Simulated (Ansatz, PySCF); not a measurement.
Gas-phase reaction (SMILES): CC[Si](Br)(Br)CC + 6 [H][H] (H2) → 2 Br (HBr) + 4 C (CH4) + [SiH4] (SiH4); energy of full hydrogenation.

Geometries: B3LYP-D3(BJ)/def2-TZVP minima from Ansatz (an electronic-structure program), one conformer each, not searched for the lowest. Valence correlation only, unless marked. No spin-orbit coupling. Frozen are the shells of the preceding noble gas and the d and f shells that filled before the atom's block. Non-relativistic. Basis-set limits of correlation are two-point, X^-3; Hartree-Fock from the larger set. [CCSD(T)-MP2]/basis is that difference in the basis named. Thermal terms are rigid-rotor harmonic-oscillator values from B3LYP-D3(BJ) frequencies (PySCF) at 298.15 K and 1 atm. 1 Eh = 627.5095 kcal/mol.

```csv
species,"E, RI-MP2/CBS(def2-TZVPPD,def2-QZVPPD)+[CCSD(T)-MP2]/def2-TZVPPD (Ansatz) (Eh)","E, PBE0-D4/def2-TZVPD (Ansatz + dftd4) (Eh)",H - E (Eh),G - E (Eh)
CC[Si](Br)(Br)CC,-5592.80743,-5595.55334,0.14629,0.09596
[H][H] (H2),-1.17532,-1.16831,0.01336,-0.00144
Br (HBr),-2573.28273,-2574.45927,0.00927,-0.01328
C (CH4),-40.46135,-40.47492,0.04840,0.02728
[SiH4] (SiH4),-291.46147,-291.75741,0.03520,0.01198
```

Question: Work out ΔE and ΔH, ΔG, ΔS and the equilibrium constant at 298.15 K at the first level, then ΔH at the second.

Answer: 
1. ΔE = [2×(-2573.28273) + 4×(-40.46135) + (-291.46147)] - [(-5592.80743) + 6×(-1.17532)] = -0.01298 Eh = -8.1 kcal/mol at RI-MP2/CBS(def2-TZVPPD,def2-QZVPPD)+[CCSD(T)-MP2]/def2-TZVPPD.
2. The terms H - E add up to 0.02089 Eh, so ΔH = (-0.01298 + (0.02089))×627.5095 = 5.0 kcal/mol.
3. The terms G - E add up to 0.00722 Eh, so ΔG = -3.6 kcal/mol, and ΔS = (0.02089 - (0.00722))×627509.5/298.15 = 28.8 cal/(mol K).
4. log10 K = -ΔG/(RT ln 10) = 2.6, with RT ln 10 = 1.3642 kcal/mol.
5. With ΔH and ΔS taken as constant, ΔG changes sign near ΔH/ΔS = 170 K, a rough figure that leaves out heat capacities.
6. At PBE0-D4/def2-TZVPD the same steps give ΔE = -7.8 and ΔH = 5.3 kcal/mol, a shift of +0.3 from the first level.
7. These values are not checked against measurement here, since the tables used lack a sound gas-phase enthalpy of formation for at least one species.
